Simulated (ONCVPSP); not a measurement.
# Mn: variants of one ONCV potential

Base potential:

ONCVPSP 4.0.1 input, shortened (lines: element, Z, core and valence counts, functional; n l f; lmax; l rc ep ncon nbas qcut; lloc lpopt rc5 dvloc0; l nproj debl; icmod fcfact rcfact), PBEsol, scalar-relativistic:

```
  Mn 25.00    3    4  -116133      upf
    1    0    2.00
    2    0    2.00
    2    1    6.00
    3    0    2.00
    3    1    6.00
    3    2    5.00
    4    0    2.00
    3
    0    1.35    0.00    3    6   10.90
    1    1.05    0.00    4    8   16.00
    2    1.25    0.00    4    8   13.80
    3    1.20    0.09    4    8    9.50
    4    3    1.00    3.00
    0    2    1.80
    1    2    2.40
    2    1    3.10
    3    2    3.60
    0    0.00    0.00
```

Cutoffs, loose and tight: the cutoffs (Ha) at which the residual kinetic energy of the hardest occupied pseudo-wave falls to 1 and 0.1 mHa per electron. They do not see the model core or the augmentation charge, which bear on the density cutoff. Test errors are all-electron minus pseudo excitation energies from the reference, over the configurations 3s2 3p6 3d5 4s1; 3s2 3p6 3d5 4s0; 3s2 3p6 3d4 4s0; 3s2 3p6 3d6 4s1. A dash means not determined; rows that change the core or the reference have their own tests.

```csv
change,outcome,"cutoff, loose","cutoff, tight",bound ghosts,GHOST(+) flags above zero,largest test error (meV)
base,generated,65 Ha,76 Ha,none,none,-8.2
"p: rc 0.74; local potential polynomial inside 0.74 bohr (lpopt 3, dvloc0 3 Ha)",generated,65 Ha,75 Ha,none,none,-5.4
"p: rc 0.84; local potential polynomial inside 0.84 bohr (lpopt 3, dvloc0 3 Ha)",generated,70 Ha,88 Ha,none,none,-6.0
p: rc 1.28,"failed: ERROR pspot: first pseudo wave function has node, program will stop",–,–,–,–,–
p: rc 1.4,"failed: ERROR pspot: first pseudo wave function has node, program will stop",–,–,–,–,–
p: rc 1.48,generated,65 Ha,75 Ha,none,none,-6.0
```

Problem. What comes out with this change to the base: p: rc 0.98; local potential polynomial inside 0.98 bohr (lpopt 3, dvloc0 3 Ha)?

Solution. outcome: generated; cutoff, loose: 65 Ha; cutoff, tight: 82 Ha; bound ghosts: none; GHOST(+) flags above zero: none; largest test error (meV): -7.9.

Problem. What comes out with this change to the base: p: rc 1.16?

Solution. outcome: generated; cutoff, loose: 65 Ha; cutoff, tight: 78 Ha; bound ghosts: none; GHOST(+) flags above zero: none; largest test error (meV): -8.2.

Reading the sweep of the p radius (base included, trends over the rows without a ghost): The loose cutoff stays near 65 Ha. The median size of the test errors (rows with all tests solved) stays near 0.6 meV. The generation fails at 1.28, 1.4 bohr.
